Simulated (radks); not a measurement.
The mean radii <r> (bohr) of the occupied orbitals of an atom or ion are listed with their occupations. Calculated with a radial shooting solver on a logarithmic mesh with Libxc functionals: scalar-relativistic Kohn-Sham, r2SCAN, spin-polarised, spherical densities, finite nucleus; meta-GGA in the generalised Kohn-Sham scheme; Fermi nuclear charge, rms radius of each element as measured or else 0.836 A^(1/3) + 0.57 fm.

| orbital | occ. | <r> |
|---|---|---|
| 1s up | 1 | 0.01804 |
| 1s down | 1 | 0.01804 |
| 2s up | 1 | 0.07620 |
| 2s down | 1 | 0.07620 |
| 2p up | 3 | 0.06834 |
| 2p down | 3 | 0.06834 |
| 3s up | 1 | 0.1972 |
| 3s down | 1 | 0.1972 |
| 3p up | 3 | 0.1977 |
| 3p down | 3 | 0.1977 |
| 3d up | 5 | 0.1793 |
| 3d down | 5 | 0.1793 |
| 4s up | 1 | 0.4406 |
| 4s down | 1 | 0.4407 |
| 4p up | 3 | 0.4683 |
| 4p down | 3 | 0.4683 |
| 4d up | 5 | 0.5000 |
| 4d down | 5 | 0.4992 |
| 5s up | 1 | 1.019 |
| 5s down | 1 | 1.007 |
| 5p up | 3 | 1.155 |
| 4f up | 7 | 0.5755 |
| 4f down | 7 | 0.5674 |
| 5p down | 1 | 1.145 |
| 5d up | 3 | 1.470 |
| 5f up | 2 | 2.762 |

Name the element and its charge. Open shells, if any, are filled with parallel spins first.

Answer. Z = 75, rhenium, charge +4: Re4+ in [Kr] 4d10 4f14 5s2 5p4 5d3 5f2. The 1s radius gives Z: for a bare nucleus <r> = (2 gamma + 1)/(2Z) with gamma = sqrt(1 - (Z/c)^2), 0.01783 bohr for Z = 75, and screening makes it slightly larger (0.01804 here). The occupations add up to 71, and the charge is Z minus that.
